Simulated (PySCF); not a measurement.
C3H8O2Si, SMILES C=C[Si@@H](O)OC. Atoms are numbered in the order given.

```xyz
14

C      2.4217    -0.1900    -0.5240
C      1.5609    -0.8881     0.2265
Si    -0.2615    -0.5342     0.2468
O     -0.8103    -0.1768     1.7775
O     -0.4540     0.7428    -0.7992
C     -1.6908     1.2914    -1.1592
H      2.0724     0.6195    -1.1740
H      3.4984    -0.3955    -0.5231
H      1.9514    -1.6941     0.8624
H     -1.1139    -1.6806    -0.1691
H     -0.2839     0.4634     2.2663
H     -2.2321     1.6963    -0.2855
H     -1.5225     2.1150    -1.8698
H     -2.3460     0.5479    -1.6496
```
Charge 0, spin multiplicity 1.

Coordinates come from a PBE0-D3(BJ)/def2-SVP optimisation. The structure was generated by enumeration; whether it is a known compound was not checked. One conformer was computed; it need not be the lowest.

Method: PySCF with PBE0/pcSseg-1.

GIAO shieldings, no solvent; atoms listed in one row are averaged. δ = σ(ref) − σ: ¹³C against TMS (σ = 186.3 ppm); ²⁹Si against TMS (σ = 352.7 ppm); ¹⁷O against H2O (σ = 334.2 ppm); ¹H against TMS (σ = 31.56 ppm), references at their B3LYP-D3(BJ)/def2-TZVP geometries, non-relativistic.

```
nucleus          atoms  count  δ (ppm)
-------  -------------  -----  -------
¹³C                 C1      1    150.4
¹³C                 C2      1    141.0
¹³C                 C6      1     54.0
²⁹Si               Si3      1    -25.4
¹⁷O                 O4      1     58.1
¹⁷O                 O5      1     32.5
¹H                  H7      1     6.78
¹H                  H8      1     6.67
¹H                  H9      1     6.28
¹H                 H10      1     4.93
¹H       H12, H13, H14      3     4.04
¹H                 H11      1     1.58
```
